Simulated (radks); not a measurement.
Question: Numerical settings for the mercury ion Hg+, [Xe] 4f14 5d10 6s1. Calculated with a radial shooting solver on a logarithmic mesh with Libxc functionals: Dirac Kohn-Sham, PBE, spin-unpolarised, spherical densities, point nucleus. The defaults (mesh step 0.008 in ln r, mesh end at 40 bohr or more with all orbitals vanishing there, Anderson mixing 0.5 over 9 steps, residual threshold near 1e-9 with the energy settled to 1e-9 hartree or 1e-11 of itself, here a cap of 55 iterations) give E = -19661.761 hartree and 6s1/2 at -14.719 eV in 15 iterations. Run on one thread of a shared host, so times are rough (Arm Neoverse V1): 0.2 s of CPU time, 0.2 s wall, 15 iterations on 2648 mesh points. One setting is changed at a time: mesh step in ln r 0.05; mesh step in ln r 0.003; mesh step in ln r 0.2; mesh end (bohr) 12; mesh end (bohr) 2; residual threshold 0.01; residual threshold 1e-05; mixing 2.5; linear mixing, mixing 0.8; linear mixing, mixing 0.5; mixing history 2; iteration cap 8. Which runs fail to converge, and which converge to a wrong energy?

Answer: Not converged within the cap: mesh step in ln r 0.2; linear mixing, mixing 0.8; iteration cap 8. Settled on a wrong energy, with an occupied level pushed above zero by the early mesh end: mesh end (bohr) 2 (+11.1 hartree). Apart from these: no run marked as converged misses the energy by more than 1 mhartree.
